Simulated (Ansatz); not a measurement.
Relaxation of GaH5N2O (9 atoms, charge 0, multiplicity 1), to a largest force component of 0.015 eV/Å in at most 40 steps.

Theory: Ansatz 0.2.0, RKS CAM-B3LYP/def2-SVP.

```xyz
9
Properties=species:S:1:pos:R:3:forces:R:3
N 0.042 1.525 -0.961 0.01 -0.47 0.19
Ga 0.210 -0.010 0.032 -1.22 0.00 -0.39
N -1.189 -1.118 0.499 0.39 0.28 -0.19
O 1.837 -0.355 0.540 1.05 0.19 0.05
H 0.827 1.693 -1.583 0.10 0.16 0.05
H -0.818 1.656 -1.482 -0.08 0.04 -0.01
H -0.985 -2.106 0.618 0.04 -0.01 0.13
H -2.043 -1.032 -0.037 -0.15 0.06 -0.02
H 2.128 -1.117 1.036 -0.15 -0.25 0.17
```

Q: Where does it end, and by what steps?

A: The run converged. After 7 steps the energy has fallen by 0.129 eV; H5 moved furthest, 0.37 Å.

```json
{"step": "0", "energy less start (eV)": "0.0000", "largest force component (eV/Å)": "1.216", "accepted": "yes"}
{"step": "1", "energy less start (eV)": "-0.0519", "largest force component (eV/Å)": "0.711", "accepted": "yes"}
{"step": "2", "energy less start (eV)": "-0.0831", "largest force component (eV/Å)": "0.620", "accepted": "yes"}
{"step": "3", "energy less start (eV)": "-0.1062", "largest force component (eV/Å)": "0.193", "accepted": "yes"}
{"step": "4", "energy less start (eV)": "-0.0884", "largest force component (eV/Å)": "0.475", "accepted": "no"}
{"step": "5", "energy less start (eV)": "-0.1270", "largest force component (eV/Å)": "0.180", "accepted": "yes"}
{"step": "6", "energy less start (eV)": "-0.1294", "largest force component (eV/Å)": "0.033", "accepted": "yes"}
{"step": "7", "energy less start (eV)": "-0.1295", "largest force component (eV/Å)": "0.006", "accepted": "yes"}
```

```xyz
9
Properties=species:S:1:pos:R:3
N 0.041 1.402 -1.096
Ga 0.243 -0.084 -0.098
N -1.120 -1.187 0.345
O 1.903 -0.398 0.470
H 0.829 1.982 -1.356
H -0.809 1.672 -1.571
H -1.013 -2.035 0.885
H -2.074 -1.057 0.032
H 2.011 -1.159 1.050
```

Whether the end is a true minimum wasn't checked by a vibrational analysis.

Time of the run: 58 s on 2 threads of Intel(R) Xeon(R) Processor @ 2.50GHz (Skylake/Cascade Lake) (shared host), peak memory 0.27 GiB.
